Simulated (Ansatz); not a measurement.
Ansatz results at the PBE0-D4/def2-TZVP geometry: size of the dipole moment (PBE/def2-TZVPP) 2.27 D; ideal-gas entropy at 298 K and 1 bar (rigid rotor, harmonic PBE0-D4/def2-TZVP) 370 J/(mol·K); zero-point energy (PBE0-D4/def2-TZVP) 8.8 kJ/mol.

Which molecule gave them?
A. `O[Si](O)[SiH3]`•
B. `[F][Sn]([Cl])[I]`•
C. `F[Si](F)I`•
D. `[CH2][SiH3]`•

B. The others give `F[Si](F)I`•: 0.92, 326, 17.2; `[CH2][SiH3]`•: 0.65, 282, 123.1; `O[Si](O)[SiH3]`•: 1.73, 355, 138.3.
